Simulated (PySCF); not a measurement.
CH6FNOSi2, SMILES F[Si@@H]1CN[SiH2]O1.

Coordinates come from a ωB97X-D3(BJ)/def2-SVP optimisation. The structure was generated by enumeration; whether it is a known compound was not checked. The values are those of a single conformer.

Two levels are set side by side: TDA-PBE/def2-SVPD (PySCF) and TDA-M06-2X/def2-SVPD (PySCF). Vertical, same geometry. The lowest singlet is HOMO→LUMO 98 % with PBE and HOMO→LUMO 70 %, HOMO→LUMO+1 22 % with the other functional; states are paired by order. Differences are taken from unrounded values.

```csv
quantity,TDA-M06-2X
lowest singlet excitation (eV),6.07
lowest triplet excitation (TDA) (eV),5.80
```

What does TDA-PBE give, and how far is it from TDA-M06-2X? (The exact figures need the calculation; the answer reports its results.)


```json
[
 {"quantity": "lowest singlet excitation (eV)", "TDA-PBE": "5.02", "TDA-PBE minus TDA-M06-2X": "-1.06"},
 {"quantity": "lowest triplet excitation (TDA) (eV)", "TDA-PBE": "4.87", "TDA-PBE minus TDA-M06-2X": "-0.93"}
]
```

Functionals without exact exchange tend to place singlet excitations lower, as here. Differences between two approximate levels are no errors against the true value.

Rough cost on one machine, each run with all the roots and properties that it gave: TDA-M06-2X against TDA-PBE about 8 times.
